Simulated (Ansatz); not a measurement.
Ansatz (a first-principles code) input (PBE0/def2-TZVP):

Ansatz 0.2 input:
```yaml
crystal:
  periodic: [false, false, false]
  atoms:
    - {symbol: Si, position_ang: [-0.09639842, 0.18552649, 0.25101563]}
    - {symbol: N, position_ang: [-0.19263329, 1.45354902, -0.79852353]}
    - {symbol: N, position_ang: [-1.24431069, -1.14851558, -0.04673036]}
    - {symbol: N, position_ang: [1.57165599, -0.45779501, 0.24399739]}
    - {symbol: H, position_ang: [-0.29575354, 0.32834729, 1.75910038]}
    - {symbol: H, position_ang: [-1.12850022, 1.78212078, -1.01902414]}
    - {symbol: H, position_ang: [-1.01700516, -2.00481487, 0.44928249]}
    - {symbol: H, position_ang: [-1.30555234, -1.36827399, -1.03512707]}
    - {symbol: H, position_ang: [2.07931724, -0.20506659, 1.08428544]}
    - {symbol: H, position_ang: [2.07408764, -0.06035255, -0.54394022]}
basis:
  gaussian:
    orbitals: def2-TZVP
hamiltonian:
  xc: {name: PBE0}
total_charge: -1
```

End of the output:

```
integrals: 0.07 GiB planned
997 factors; their error is unknown
0.24 GiB of the device are held for the grids
0.86 GiB of device memory are held for the factors and their scratch space
mean field: 0.62 GiB planned
mean field evaluation 1: about -12431.6610 eV, gradient 7.0e1 eV
mean field evaluation 2: about -12410.4083 eV, gradient 1.1e2 eV
mean field evaluation 4: about -12440.9451 eV, gradient 7.0e0 eV
mean field evaluation 8: about -12441.0726 eV, gradient 3.1e-1 eV
mean field evaluation 16: about -12441.0727 eV, gradient 2.8e-5 eV
mean field -12441.07269700 eV, -457.2009887528 hartree, gradient 2.8e-5 eV, S^2 0.000000; 0 other end points of the search recorded, 0 dependent functions left out
reference -12441.07272764 eV, -457.2009898789 hartree; 21, 21 occupied and 145, 145 virtual orbitals, 997 factors
Total energy: -12441.07272764 eV, -457.2009898789 hartree
```

It need not be the lowest isomer of its formula. Whether it binds its extra electron was not tested at this geometry.
